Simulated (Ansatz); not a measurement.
Reactions of CH7BSeSi (`C[Se]B[SiH3]`).

Gas-phase electronic energies from Ansatz, PBE0-D4/def2-TZVP geometries. CCSD(T)/CBS adds triple-zeta CCSD(T) − MP2 to the extrapolated MP2 energy (def2 sets, frozen cores). This one scheme is used for every species. Elements past krypton have def2 core potentials. For In, Se outer-core shells are correlated without core-valence functions, which leaves a few kJ/mol of doubt a bond. Scalar relativity is left out up to krypton. One conformer a species, not always the lowest.

**Question.** Order these by ΔE at CCSD(T)/CBS, lowest first. (An estimate is asked.)
A. `C[Se]B[SiH3]` + `[AlH3]` → `C[Se][BH][AlH2]` + SiH₄
B. `C[Se]B[SiH3]` + `OCO` → `OCO[SiH3]` + `B[Se]C`
C. `C[Se]B[SiH3]` + `[CH3][InH2]` → `[SiH3]B[CH2][InH2]` + `C[SeH]`
D. `C[Se]B[SiH3]` + `CO[SiH2]Cl` → `CO[SiH2][Se]C` + `[SiH3]BCl`
E. `C[Se]B[SiH3]` → `B[Se]C` + `[SiH2]`
F. `C[Se]B[SiH3]` + H–F → `C[Se]BF` + SiH₄
G. `C[Se]B[SiH3]` → `B[Se][SiH2]C`
H. `C[Se]B[SiH3]` + H₂ → `B[Se]C` + SiH₄

**Answer.** F (-123.4 kJ/mol), G (-109.5 kJ/mol), B (-80.5 kJ/mol), H (-26.6 kJ/mol), A (+5.8 kJ/mol), C (+34.5 kJ/mol), D (+58.3 kJ/mol), E (+229.4 kJ/mol).

Largest T1 diagnostic: 0.014, for `[SiH3]B[CH2][InH2]`.
